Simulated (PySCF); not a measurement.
SiBr2Cl2, SMILES Cl[Si](Cl)(Br)Br. Geometry optimised at PBE-D3(BJ)/def2-SVP.

Method: PBE-D3(BJ)/def2-SVP run with PySCF.

Harmonic wavenumbers (cm⁻¹): 101, 112, 162, 170, 172, 313, 497, 564, 603. Rotational constants (GHz): 1.002, 0.6976, 0.6079; symmetry number 2.

Q: Work out the zero-point energy and the ideal-gas rigid-rotor harmonic-oscillator thermochemistry at 298.15 K and 1 atm.

A: ZPE = ½ Σ hcν = ½ × 2695 cm⁻¹ = 3.85 kcal/mol. H − E(el) = 8.89 kcal/mol. Entropy in cal/(mol K): translation 42.55, rotation 29.63, vibration 17.02, total 89.19. G − E(el) = -17.70 kcal/mol. Cp = 22.52 cal/(mol K). Modes under 150 cm⁻¹ make the vibrational entropy uncertain.
